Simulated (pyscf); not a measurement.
Optimised with ωB97X-D3(BJ)/def2-SVP in PySCF. Correlated levels are frozen-core, on RHF or UHF. ΔMP2 is the change of the MP2 total energy from the triple- to the quadruple-zeta basis. Singlets are restricted, triplets unrestricted.

Singlet (Å):
```xyz
5

Si     1.2035     0.8089     0.7075
P      0.2134     0.4529    -1.2339
H     -0.1450     1.1396     1.3400
H     -0.9612    -0.2994    -0.9892
H      1.0071    -0.5171    -1.8927
```

Triplet (Å):
```xyz
5

Si     0.8353     1.2193     0.4810
P      0.4382     0.4343    -1.5794
H      0.2764     0.5730     1.7129
H     -0.9691     0.2846    -1.4074
H      0.7380    -0.9261    -1.2761
```

Problem. For these two minima of :HSi–PH₂, which spin state lies lower at CCSD(T)/def2-TZVPP + ΔMP2(QZVPP), and by how much (electronic energies)?

Solution. The singlet, by 26.6 kcal/mol. Zero-point energy shifts E(triplet) − E(singlet) by -0.1 kcal/mol. :HSi–PH₂ [singlet] lies 11.4 kcal/mol over its isomer H₂Si=PH, and others may lie lower still (electronic energy, ωB97M-D3(BJ)). 

E(triplet) − E(singlet) by level (kcal/mol):

```json
[
 {"level": "ωB97X-D3(BJ)/def2-TZVP", "gap": "+27.0"},
 {"level": "PBE/def2-TZVP", "gap": "+23.9"},
 {"level": "r²SCAN/def2-TZVP", "gap": "+19.1"},
 {"level": "B3LYP-D3(BJ)/def2-TZVP", "gap": "+26.7"},
 {"level": "PBE0-D3(BJ)/def2-TZVP", "gap": "+21.8"},
 {"level": "M06-2X/def2-TZVP", "gap": "+24.8"},
 {"level": "ωB97M-D3(BJ)/def2-TZVP", "gap": "+29.7"},
 {"level": "HF/def2-TZVP", "gap": "+8.6"},
 {"level": "MP2/def2-QZVPP", "gap": "+24.1"},
 {"level": "CCSD/def2-TZVPP", "gap": "+24.5"},
 {"level": "CCSD(T)/def2-TZVPP", "gap": "+25.6"},
 {"level": "CCSD(T)/def2-TZVPP + ΔMP2(QZVPP)", "gap": "+26.6"}
]
```

The triplet is the lowest one reached from the SCF start used. The CCSD(T) − MP2 part came from Ansatz, without density fitting, on the same reference.
